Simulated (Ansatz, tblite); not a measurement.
Forces on the cluster Si15 at its r2SCAN-D4/def2-SVP, loosely relaxed geometry. Total charge 0; singlet.

The xTB rows come from tblite. The geometry of the charge 0 singlet is only loosely relaxed. The structure comes from a short search, and lower isomers may exist.

GFN1-xTB (tblite), largest force 2.16 eV/Å:

```xyz
15
positions Å, forces eV/Å
Si    2.268   -1.543    0.304    0.127   -0.588   -0.209
Si   -0.601    1.931    0.812   -0.265    0.470   -0.621
Si   -1.696   -2.545   -2.209   -0.182   -0.321   -0.266
Si    1.987    0.808    0.678    0.265    0.631   -0.255
Si   -2.072   -0.234   -3.144   -0.402   -0.060   -0.588
Si    0.145   -1.443   -3.463    0.062   -0.314   -0.681
Si    2.651    0.920    3.024    0.278    0.194    0.354
Si   -2.730    0.769    0.995   -0.454    0.002    0.181
Si   -1.786   -0.537   -0.731   -1.600   -0.049    0.998
Si    0.300   -1.631   -1.008    1.193   -1.480    0.582
Si    0.389    1.643    2.896    0.948    1.016    1.053
Si    1.199   -0.906    2.308    0.075   -0.660    0.414
Si   -0.047    0.494   -1.981    0.853    1.869   -0.656
Si   -1.018   -0.080    2.381   -1.065   -0.970    0.035
Si    1.010    2.354   -0.863    0.167    0.259   -0.341
```

GFN2-xTB (tblite), largest force 2.29 eV/Å:

```
Si -0.696 0.049 -0.181
Si -0.455 1.283 -0.085
Si -0.189 -0.546 -0.364
Si 1.397 0.629 -0.475
Si -0.542 0.287 -0.340
Si 0.323 -0.159 -0.555
Si -0.407 0.145 -0.452
Si 0.426 -0.164 -0.202
Si -1.223 -0.061 0.945
Si 1.076 -1.206 1.304
Si 0.061 1.132 0.450
Si -0.352 -1.357 0.366
Si 0.822 1.740 -1.242
Si -0.010 -1.074 0.604
Si -0.231 -0.698 0.227
```

r2SCAN-D4/def2-SVP (Ansatz), largest force 0.05 eV/Å:

```
Si -0.019 -0.016 -0.020
Si -0.012 -0.029 0.015
Si 0.010 0.008 0.017
Si 0.003 0.023 0.044
Si -0.004 -0.016 -0.010
Si -0.006 0.005 -0.008
Si 0.025 0.010 0.003
Si 0.000 -0.019 -0.009
Si -0.039 0.024 -0.011
Si 0.022 -0.015 -0.015
Si 0.028 0.015 0.035
Si 0.012 0.019 -0.005
Si -0.006 0.001 0.009
Si -0.036 0.007 -0.032
Si 0.021 -0.017 -0.013
```
